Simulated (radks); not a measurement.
Q: These are the eigenvalues of the occupied orbitals of an atom or ion with whole-number occupations (eV). Calculated with a radial shooting solver on a logarithmic mesh with Libxc functionals: scalar-relativistic Kohn-Sham, PBEsol, spin-polarised, spherical densities, finite nucleus; Fermi nuclear charge, rms radius of each element as measured or else 0.836 A^(1/3) + 0.57 fm.

1s up: -3980.791
1s down: -3980.471
2s up: -449.4843
2s down: -449.1999
2p up: -370.3732
2p down: -369.9765
3s up: -79.8514
3s down: -78.4354
3p up: -60.2167
3p down: -58.8647

Which element is it, and in what charge state? The configuration may be excited. Open shells, if any, are filled with parallel spins first.

A: Z = 20, calcium, charge +3: Ca3+ in [Ne] 3s2 3p5. The list shows which subshells hold electrons but not how many an open one holds; the 1s level, -146.29 hartree, gives Z - s = 17.1 by -(Z - s)^2/2, which with screening and relativity narrows Z to a few neighbours, and the depths of the outer levels then fix element, charge and occupations together.
